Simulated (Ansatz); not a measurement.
Start from `[CH3][V](=[O])([OH])[Cl]` and change one atom or group to get `[CH3][V](=[O])([F])[Cl]`.

Ansatz, PBE0-D4/def2-TZVP geometries, multiplicity 1. Each molecule was computed in one conformer, which needn't be the lowest.

Scalar relativity is left out up to krypton.

| property | `[CH3][V](=[O])([OH])[Cl]` |
| --- | --- |
| zero-point energy (PBE0-D4/def2-TZVP) / kJ/mol | 141.3 |
| size of the dipole moment (B3LYP/def2-TZVPP) / D | 2.86 |
| LUMO energy (ωB97M-V/def2-TZVPP) / eV | -0.90 |
| HOMO energy (PBE/def2-TZVPP) / eV | -7.44 |
| size of the dipole moment (ωB97M-V/def2-TZVPP) / D | 2.85 |
| HOMO–LUMO gap (PBE/def2-TZVPP) / eV | 3.22 |

What does the change do to each property? (Best estimate.)

Ansatz gave: 
```tsv
property	`[CH3][V](=[O])([F])[Cl]`	shift
zero-point energy (PBE0-D4/def2-TZVP) / kJ/mol	112.4	-28.9
size of the dipole moment (B3LYP/def2-TZVPP) / D	2.08	-0.78
LUMO energy (ωB97M-V/def2-TZVPP) / eV	-1.29	-0.39
HOMO energy (PBE/def2-TZVPP) / eV	-7.83	-0.39
size of the dipole moment (ωB97M-V/def2-TZVPP) / D	2.12	-0.73
HOMO–LUMO gap (PBE/def2-TZVPP) / eV	3.18	-0.04
```

The zero-point energy changes by -28.9 kJ/mol with -3 modes. Dipoles are sizes alone; their direction can turn.

B3LYP here is the variant with VWN-RPA as its local correlation; programs differ in this.
